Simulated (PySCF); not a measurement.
C3H4ClFSi, SMILES FC1[SiH2]CC=1Cl. Coordinates come from a ωB97X-D3(BJ)/def2-SVP optimisation. The structure was generated by enumeration, and PubChem lists no compound with its InChIKey, so it may never have been made.

The numbers are results of ωB97X-D3(BJ)/def2-SVP (PySCF), not measurements.

Harmonic wavenumbers (cm⁻¹): 118, 197, 287, 341, 438, 507, 555, 613, 679, 733, 787, 825, 839, 980, 1096, 1107, 1185, 1298, 1444, 1747, 2274, 2276, 3103, 3167. Rotational constants (GHz): 3.685, 1.726, 1.201; symmetry number 1.

Work out the zero-point energy and the ideal-gas rigid-rotor harmonic-oscillator thermochemistry at 298.15 K and 1 atm.

ZPE = ½ Σ hcν = ½ × 26593 cm⁻¹ = 38.02 kcal/mol. H − E(el) = 42.57 kcal/mol. Entropy in cal/(mol K): translation 40.33, rotation 28.13, vibration 11.93, total 80.39. G − E(el) = 18.60 kcal/mol. Cp = 24.74 cal/(mol K). Modes under 150 cm⁻¹ make the vibrational entropy uncertain.
